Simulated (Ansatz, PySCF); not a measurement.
This Ansatz (a quantum-chemistry and plane-wave program) input computes a CCSD(T)/cc-pVDZ energy:

Ansatz 0.2 input:
```yaml
crystal:
  periodic: [false, false, false]
  atoms:
    - {symbol: B, position_ang: [0.80665904, 0.08227954, 0.00928630]}
    - {symbol: C, position_ang: [-0.70792985, -0.07220912, -0.00814973]}
    - {symbol: H, position_ang: [1.50760275, -0.81758093, -0.33993101]}
    - {symbol: H, position_ang: [1.30337086, 1.10430134, 0.37229109]}
    - {symbol: H, position_ang: [-1.21542604, -0.88917951, -0.51270458]}
    - {symbol: H, position_ang: [-1.38126363, 0.62431615, 0.48281134]}
basis:
  gaussian:
    orbitals: cc-pVDZ
magnetization: {spin_polarized: true, initial_magnetization: 1}
correlation: {method: ccsd_t, electrons: outside_noble_gas}
```

Write an input for the same energy in PySCF and say what it gives.


```python
from pyscf import gto, scf, mp, cc as ccmod

mol = gto.M(
    atom='''
    B     0.80665904    0.08227954    0.00928630
    C    -0.70792985   -0.07220912   -0.00814973
    H     1.50760275   -0.81758093   -0.33993101
    H     1.30337086    1.10430134    0.37229109
    H    -1.21542604   -0.88917951   -0.51270458
    H    -1.38126363    0.62431615    0.48281134
    ''',
    basis='cc-pvdz',
    charge=0,
    spin=1,
    verbose=4,
)

mf = scf.UHF(mol)
mf.conv_tol = 1e-10
mf.max_cycle = 100
mf.kernel()
mo, _, stable, _ = mf.stability(return_status=True)
if not stable:
    mf.kernel(mf.make_rdm1(mo, mf.mo_occ))
mp2 = mp.MP2(mf, frozen=2).run()
cc = ccmod.CCSD(mf, frozen=2)
cc.max_cycle = 100
cc.kernel()
et = cc.ccsd_t()
print(f'E(CCSD(T)) = {cc.e_tot + et:.9f}')
```
It gives -65.07111 Eh, and Ansatz -65.07111 Eh, a difference of 0.00 mEh.

It need not be the lowest isomer of its formula.
